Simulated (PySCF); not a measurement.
How the method changes the constants of GaP

State: ³Σ⁻ (triplet), unpaired electrons π ↑↑. Set-up: Ga cc-pVDZ-PP with ECP10, P cc-pV(D+d)Z; scalar-relativistic core potentials (PySCF 2.14). De refers to Ga + P in their high-spin ground configurations, without counterpoise correction. The functionals are run spin-unrestricted. A positive dipole means Ga(−)P(+).

```csv
Level,Re (Å),ωe (cm⁻¹),De (eV),μ (D),"CPU s a point (SCF and correlation, without the integrals)"
UHF,2.487,286,0.87,-1.69,0.11
UHF-MP2,2.474,293,1.50,n/a,0.18
UHF-SCS-MP2,2.486,287,1.48,n/a,n/a
UHF-CCSD,2.487,285,1.46,n/a,n/a
UHF-CCSD(T),2.491,283,1.54,n/a,3.6
LDA,2.458,290,2.62,-1.07,0.37
PBE,2.506,275,2.20,-1.40,0.57
TPSS,2.503,276,2.17,-1.50,0.83
r²SCAN,2.472,286,2.05,-1.37,0.82
M06-L,2.489,281,2.23,-1.74,0.79
PBE0,2.477,287,2.06,-1.49,0.91
CAM-B3LYP,2.467,291,1.99,-1.49,1
```

The bond length runs from 2.458 Å (LDA) to 2.506 Å (PBE). De spans 0.87 eV (UHF, mean field) to 2.62 eV (LDA, local density). Correlation at CCSD(T) changes the Hartree–Fock bond energy by +0.67 eV; the triples alone change it by +0.08 eV.

Correlated steps freeze 9 core orbitals. Correlated levels converge slowly with the basis: in double zeta they bind strong bonds too weakly, by up to about 1 eV, and carry superposition errors of some tenths. Spin–orbit coupling is left out. The state was picked by a PBE0 search and need not be the measured ground state.

The whole job (state search and all levels along the bond) took about 2.3 min on 1 thread of Arm Neoverse V1 (shared host), peak memory 0.54 GiB.
